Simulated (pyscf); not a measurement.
•H₂C–AlH₂ (SMILES [CH2][AlH2]) → [H₃C–AlH]• (SMILES [CH3][AlH]), a hydrogen shift (doublet surface; Al–H broken, C–H formed). PySCF, gas phase, ωB97X-D3(BJ)/def2-SVP geometries. Correlated levels are frozen-core, on RHF or UHF. ΔMP2 is the change of the MP2 total energy from the triple- to the quadruple-zeta basis. Energies in kcal/mol from the reactant's lowest minimum found.

Small-basis levels: PySCF, no dispersion term, spherical d functions. AM1 to PM7: differences of heats of formation from MOPAC, which are fitted to 298 K values and so differ in kind from electronic energies by zero-point and thermal terms. GFN2-xTB: tblite. Open shells are spin-unrestricted. 

```csv
level,barrier,reaction energy
MP2/6-31G*,43.1,-18.3
SVWN5/6-31G*,24.3,-24.8
B3LYP/6-31G*,35.9,-15.8
M06-2X/6-31G*,36.2,-19.4
PBE/def2-SVP,28.7,-19.3
GFN2-xTB,31.8,-2.8
PM3,___,-61.3
CCSD(T)/def2-TZVPP + ΔMP2(QZVPP),___,-15.2
```

Problem. Fill in the missing entries.

Solution. 
- PM3, barrier: -0.9
- CCSD(T)/def2-TZVPP + ΔMP2(QZVPP), barrier: 36.9

Against the last row the barrier runs from -37.8 (PM3) to +6.2 kcal/mol (MP2/6-31G*). At PM3 this geometry lies under one side, so the entry may be no barrier of that level: it is a single point on another level's saddle. CCSD(T)/def2-TZVPP + ΔMP2(QZVPP) has limits of its own. This is the saddle that the search found; another between the same sides may lie lower. The CCSD(T) − MP2 part came from Ansatz, without density fitting, on the same reference. A UHF reference is spin-contaminated (<S²> up to 0.86), which harms MP2 most.
